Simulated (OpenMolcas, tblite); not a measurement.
## How methods differ on CH2BF3O (SMILES OC(F)B(F)F)

The species is CH2BF3O (8 atoms), meant as a singlet with charge 0. SMILES: `OC(F)B(F)F`. Geometry: relaxed at PBE0-D4/def2-TZVP. This is one conformer, not always the lowest.

Quantity: the vertical ionisation energy (to the doublet cation), in eV. The values are calculated.

```tsv
level	kind	program	value (eV)
GFN1-xTB	semi-empirical	tblite	16.73
HF/def2-SVP	Hartree–Fock	OpenMolcas	11.43
SVWN5/def2-SVP	LDA	OpenMolcas	11.17
PBE/def2-SVP	GGA	OpenMolcas	11.01
M06-L/def2-SVP	meta-GGA	OpenMolcas	11.47
r2SCAN/def2-SVP	meta-GGA	OpenMolcas	11.39
BHLYP/def2-SVP	global hybrid	OpenMolcas	12.29
```

The values span 11.01 to 16.73 eV. The xTB values lack the empirical shift that such differences need.
